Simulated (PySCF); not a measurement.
Telling isomers of C₅H₉FOSi apart by NMR

PySCF 2.14 calculation with geometry from GFN2-xTB and PBE0/pcSseg-1 with gauge-including orbitals; non-relativistic, a single conformation, fast rotation and ring inversion assumed for equivalent nuclei, no solvent.

Chemical shifts δ = σref − σ; $^{1}$H (σref 31.72), $^{13}$C (σref 186.93) against TMS, all at this level. Splittings of carbon signals by F and P are missing where no couplings were computed. Where no couplings were computed, multiplicities follow the n + 1 count of equivalent neighbours, and m marks all less simple cases (inequivalent or close neighbours, rings, F or P nearby). Shifts are as computed. Against solution values, carbons near 30 ppm lie about +3 ppm off and those near 130 ppm about +5 ppm. Of 1211 compounds with measured shifts, 218 miss one by over three times the rms of a fit or turn the order of signals round; such compounds aren't used in these exercises.

(1) Tabulate the signals of `O=C(F)[C@H]1C[C@H]([SiH3])C1`, `CO[SiH2]/C=C\C=C\F` and their relative energies.

(2) What is the quickest way to tell O=C(F)[C@H]1C[C@H]([SiH3])C1 from CO[SiH2]/C=C\C=C\F?

## Answers

(1) 
```tsv
SMILES	carbon types	δC	δH	E rel. (kcal/mol)
O=C(F)[C@H]1C[C@H]([SiH3])C1	1×C 2×CH 2×CH2	175.7, 33.8, 27.4, 10.1	3.91 (d, 3H), 3.28 (m, 1H), 2.81 (m, 2H), 2.05 (m, 2H), 1.88 (m, 1H)	0.0
CO[SiH2]/C=C\C=C\F	4×CH 1×CH3	166.1, 146.8, 132.0, 120.7, 53.6	7.09 (m, 1H), 6.78 (m, 1H), 6.04 (m, 1H), 6.03 (m, 1H), 5.41 (d, 2H), 3.85 (s, 3H)	8.7
```

Energies are electronic energies at PBE0/pcSseg-1 on these geometries, without zero-point or thermal terms, each for the one conformer computed, which needn't be the lowest.

(2) Count the carbon signals: 4 against 5. The first has a carbonyl carbon (C) at 175.7 ppm, the second an alkene CH at 166.1 ppm. In the proton spectra the most deshielded non-exchanging signals are 3.91 (d, 3H) and 7.09 (m, 1H).
